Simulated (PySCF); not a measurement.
Gas-phase equilibrium of 1 mol SnCl4, 0.82 mol H2 at 1600 K and 0.00100 bar, among 14 species (SnCl4, HCl, SnH2, SnHCl3, SnCl3, H, H2, SnH4, SnCl2, SnH2Cl2, Cl, Cl2, SnH3Cl, SnHCl). Only gases are allowed; each row takes one source of thermochemistry for all species, and Cantera finds the minimum.

Computed with PySCF (xtb for GFN2) and rigid-rotor harmonic-oscillator thermochemistry at 1 bar. † marks an energy on the PBE0/def2-TZVP geometry and frequencies; other levels use their own. MP2 and CCSD(T) freeze the core. Open shells (unrestricted) among the columns below: SnCl3 (multiplicity 2), H (multiplicity 2), Cl (multiplicity 2, electronic degeneracy 6); the rest are closed-shell singlets. GFN2 has no spin-polarisation term. Spin-orbit splitting is ignored; it lowers the true energy and changes the entropy of Cl. Sn: scalar-relativistic def2 core potential, no spin-orbit coupling. SnCl3, SnHCl: computed as isolated molecules; such fragments, hydroxides, amides, oligomers or adducts are transient or little studied in the gas. MP2 isn't extrapolated to the basis-set limit. CCSD(T) isn't extrapolated to the basis-set limit. The harmonic model lacks anharmonicity and excited electronic states, which grow with temperature; levels with a mode under 35 cm⁻¹ are left out. Soft modes under 120 cm⁻¹ make the harmonic entropy rough for SnCl3, SnCl2.

Molecules larger than those listed are left out.

With CCSD(T)/def2-SVP† thermochemistry: HCl 0.54, SnCl2 0.33, Cl 0.12, H2 0.0013, H 0.00017, Cl2 4.2e-6, SnHCl 1.0e-6, SnCl3 3.3e-6.

How far does the composition move with the other sources (GFN2-xTB, HF/def2-TZVP†, MP2/def2-SVP†, PBE/def2-TZVP†, PBE0/def2-QZVP†)?


| thermochemistry | x HCl | x SnCl2 | x Cl | x H2 | x H | x Cl2 | x SnHCl | x SnCl3 |
|---|---|---|---|---|---|---|---|---|
| CCSD(T)/def2-SVP† | 0.54 | 0.33 | 0.12 | 0.0013 | 0.00017 | 4.2e-6 | 1.0e-6 | 3.3e-6 |
| GFN2-xTB | 0.56 | 0.34 | 0.074 | 0.00056 | 4.3e-6 | 0.025 | 3.0e-7 | 2.5e-6 |
| HF/def2-TZVP† | 0.26 | 0.29 | 0.32 | 0.092 | 0.033 | 2.0e-8 | 9.7e-5 | 7.4e-7 |
| MP2/def2-SVP† | 0.55 | 0.33 | 0.12 | 0.00042 | 0.00021 | 7.3e-6 | 1.5e-7 | 1.4e-5 |
| PBE/def2-TZVP† | 0.55 | 0.34 | 0.11 | 2.7e-5 | 2.0e-5 | 0.0061 | 3.4e-9 | 2.5e-5 |
| PBE0/def2-QZVP† | 0.55 | 0.33 | 0.12 | 3.1e-5 | 2.2e-5 | 0.0013 | 7.8e-9 | 2.4e-5 |
The most sensitive of these is Cl2: it spans a factor of 10^6.1 over these rows; at this temperature one factor of ten is RT ln 10 = 31 kJ/mol.
